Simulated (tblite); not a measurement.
Compound: C3H7Al2Cl2F3.
Bonds: C1–Al2, Al2–C3, Al2–Cl4, Cl4–Al5, Al5–F6, Al5–C7, C7–F8, C7–F9, Al5–Cl10, Al2–Cl10. Hydrogens: H11, H12, H13 on C1; H14, H15, H16 on C3; H17 on C7.

Computed with GFN2-xTB (tblite), gas phase: L-BFGS steps from a force-field or distance-geometry start until the largest atomic force falls under 0.01 eV/Å.

Step 90: E = -970.5314 eV
```
atom  x, y, z in Å  |  force x, y, z in eV/Å
C1     -1.8594   -0.8523    1.3744    0.028   0.034  -0.049
Al2    -1.3081    0.2518   -0.1835   -0.010  -0.039  -0.002
C3     -2.0407    1.3419   -1.6678   -0.058  -0.017  -0.008
Cl4     0.2193   -1.0954   -1.2142   -0.006   0.012   0.011
Al5     1.8121    0.0887   -0.3721   -0.004   0.002  -0.047
F6      2.7664    0.7170   -1.5566   -0.032  -0.010   0.077
C7      2.8320   -0.8261    1.1320   -0.007   0.056  -0.018
F8      3.9966   -1.4020    0.7090   -0.004  -0.029  -0.008
F9      3.2306    0.3658    1.7494   -0.013  -0.020  -0.006
Cl10    0.4495    1.4610    0.5719    0.017  -0.014  -0.015
H11    -1.0144   -1.3154    1.9021   -0.019  -0.003  -0.005
H12    -2.4254   -0.2972    2.1278    0.004   0.022  -0.001
H13    -2.5154   -1.6706    1.0590    0.013  -0.018   0.019
H14    -1.3461    1.4349   -2.5114    0.031   0.012  -0.031
H15    -2.9593    0.9073   -2.0750    0.020  -0.014   0.001
H16    -2.3059    2.3646   -1.3818    0.012   0.020   0.053
H17     2.4612   -1.4619    1.9520    0.029   0.006   0.030
```

Step 91: E = -970.5326 eV
```
atom  x, y, z in Å  |  force x, y, z in eV/Å
C1     -1.8447   -0.8471    1.3706    0.033   0.016  -0.056
Al2    -1.3041    0.2512   -0.1948   -0.005  -0.022   0.015
C3     -2.0526    1.3436   -1.6683   -0.065  -0.020  -0.010
Cl4     0.2198   -1.0874   -1.2287    0.010   0.008   0.018
Al5     1.8151    0.0846   -0.3647   -0.018  -0.014  -0.068
F6      2.7741    0.7066   -1.5480   -0.014  -0.008   0.067
C7      2.8259   -0.8343    1.1416   -0.014   0.029  -0.009
F8      3.9883   -1.4166    0.7217   -0.003  -0.019  -0.011
F9      3.2272    0.3642    1.7453   -0.007  -0.016  -0.005
Cl10    0.4540    1.4659    0.5578    0.002   0.003   0.004
H11    -0.9970   -1.3075    1.8973   -0.034   0.001  -0.015
H12    -2.4127   -0.2955    2.1246    0.003   0.023  -0.003
H13    -2.4975   -1.6673    1.0528    0.014  -0.023   0.036
H14    -1.3625    1.4552   -2.5126    0.042   0.014  -0.040
H15    -2.9657    0.8990   -2.0783    0.023  -0.006   0.008
H16    -2.3318    2.3592   -1.3706    0.008   0.014   0.049
H17     2.4573   -1.4620    1.9694    0.025   0.020   0.019
```

Step 92: E = -970.5336 eV
```
atom  x, y, z in Å  |  force x, y, z in eV/Å
C1     -1.8341   -0.8432    1.3674    0.018  -0.005  -0.029
Al2    -1.3040    0.2490   -0.2034    0.006   0.003   0.014
C3     -2.0611    1.3445   -1.6696   -0.015  -0.017  -0.006
Cl4     0.2190   -1.0830   -1.2399    0.013  -0.002   0.020
Al5     1.8129    0.0807   -0.3596   -0.011  -0.027  -0.063
F6      2.7777    0.7008   -1.5382    0.003  -0.005   0.051
C7      2.8203   -0.8391    1.1488    0.000   0.008  -0.019
F8      3.9810   -1.4249    0.7272   -0.008  -0.006  -0.020
F9      3.2246    0.3631    1.7423   -0.003  -0.003  -0.005
Cl10    0.4536    1.4685    0.5476   -0.010   0.018   0.019
H11    -0.9837   -1.3013    1.8926   -0.039   0.005  -0.021
H12    -2.4024   -0.2936    2.1233    0.011   0.020  -0.016
H13    -2.4851   -1.6657    1.0517    0.011  -0.030   0.042
H14    -1.3709    1.4665   -2.5128    0.037   0.020  -0.032
H15    -2.9691    0.8965   -2.0836   -0.013  -0.008   0.001
H16    -2.3446    2.3558   -1.3612   -0.001   0.009   0.037
H17     2.4591   -1.4624    1.9823    0.002   0.020   0.026
```

Step 93: E = -970.5343 eV
```
atom  x, y, z in Å  |  force x, y, z in eV/Å
C1     -1.8255   -0.8416    1.3657    0.003  -0.024  -0.013
Al2    -1.3069    0.2485   -0.2091    0.020   0.015   0.015
C3     -2.0672    1.3466   -1.6714    0.009  -0.013  -0.010
Cl4     0.2172   -1.0802   -1.2506    0.010  -0.006   0.027
Al5     1.8089    0.0752   -0.3571   -0.020  -0.025  -0.040
F6      2.7811    0.6965   -1.5273    0.022   0.002   0.026
C7      2.8156   -0.8418    1.1538   -0.010  -0.014   0.001
F8      3.9742   -1.4302    0.7299   -0.001   0.000  -0.030
F9      3.2219    0.3623    1.7409    0.002   0.006  -0.010
Cl10    0.4501    1.4707    0.5391   -0.007   0.015   0.022
H11    -0.9712   -1.2966    1.8875   -0.035   0.010  -0.022
H12    -2.3921   -0.2931    2.1242    0.016   0.017  -0.025
H13    -2.4748   -1.6679    1.0556    0.007  -0.027   0.041
H14    -1.3745    1.4736   -2.5129    0.021   0.026  -0.017
H15    -2.9720    0.8962   -2.0894   -0.021   0.007   0.002
H16    -2.3520    2.3561   -1.3563   -0.006  -0.016   0.017
H17     2.4603   -1.4623    1.9925   -0.011   0.026   0.015
```

Q: Estimate the geometry and energy of step 94. (The exact step hangs on the optimiser's Hessian estimate; all steps are aligned on step 93, rigid shifts and turns removed.)

A: E = -970.5349 eV, largest force 0.048 eV/Å
```
atom  x, y, z in Å  |  force x, y, z in eV/Å
C1     -1.8226   -0.8422    1.3658   -0.010  -0.033   0.005
Al2    -1.3119    0.2465   -0.2111    0.025   0.026   0.003
C3     -2.0685    1.3473   -1.6736    0.045  -0.014  -0.008
Cl4     0.2154   -1.0813   -1.2561   -0.003  -0.012   0.027
Al5     1.8021    0.0712   -0.3572   -0.007  -0.016  -0.009
F6      2.7815    0.6973   -1.5180    0.029   0.005   0.011
C7      2.8118   -0.8417    1.1556   -0.005  -0.019   0.000
F8      3.9693   -1.4292    0.7254   -0.007   0.008  -0.032
F9      3.2196    0.3624    1.7405    0.005   0.012  -0.017
Cl10    0.4432    1.4700    0.5358   -0.001   0.012   0.022
H11    -0.9639   -1.2936    1.8832   -0.023   0.009  -0.015
H12    -2.3853   -0.2930    2.1272    0.020   0.012  -0.034
H13    -2.4710   -1.6720    1.0639   -0.001  -0.026   0.035
H14    -1.3707    1.4725   -2.5120    0.011   0.029  -0.007
H15    -2.9726    0.9023   -2.0965   -0.041   0.007  -0.002
H16    -2.3472    2.3575   -1.3550   -0.013  -0.020   0.007
H17     2.4640   -1.4621    1.9971   -0.023   0.019   0.013
```

The energy changes by -0.0006 eV. The first-order estimate −F·Δx gives -0.0008 eV and the mean of the old and new forces, exact on a quadratic surface, -0.0006 eV. The step makes an angle of 77° with the force vector and moves no atom by more than 0.010 Å.

What follows is the cost of the whole relaxation. Time: 3.6 s of wall time. Hardware: one thread of an Arm Neoverse N1, shared host with 64 logical CPUs at a one-minute load of 48.
